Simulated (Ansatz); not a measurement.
The cluster SnO₂. Total charge 0; triplet. Geometry r2SCAN-D4/def2-TZVPD, that of the charge -1 doublet; atoms count from 1.

```csv
atom,x (Å),y (Å),z (Å)
Sn1,-0.177,-0.384,0.384
O2,-0.879,-0.547,-1.375
O3,1.056,0.931,0.990
```

In the def2 sets Sn takes a core potential; there is no spin–orbit coupling. At PBE0-D4/def2-TZVPD a singlet of charge 0 lies 0.17 eV below the triplet at the same geometry. The structure comes from a short search, and lower isomers may exist.

Estimate the Mulliken populations from the PBE0/def2-TZVPD orbitals of Ansatz.


| atom | charge (e) | spin (α − β) |
| --- | --- | --- |
| Sn1 | 0.95 | 0.16 |
| O2 | -0.47 | 0.92 |
| O3 | -0.47 | 0.92 |
Mulliken values depend strongly on the basis. With diffuse functions, as here, like atoms can get unlike values, and bond orders can come out too low or too high.

Where does the spin sit?

Summed by element: Sn 0.16, O 1.84, of 2 unpaired in all. Largest on single atoms: O2 0.92, O3 0.92, Sn1 0.16.

And the Mayer bond orders between heavy atoms (over 0.3)?

Sn1–O2 1.07 (1.90 Å); Sn1–O3 1.07 (1.90 Å).
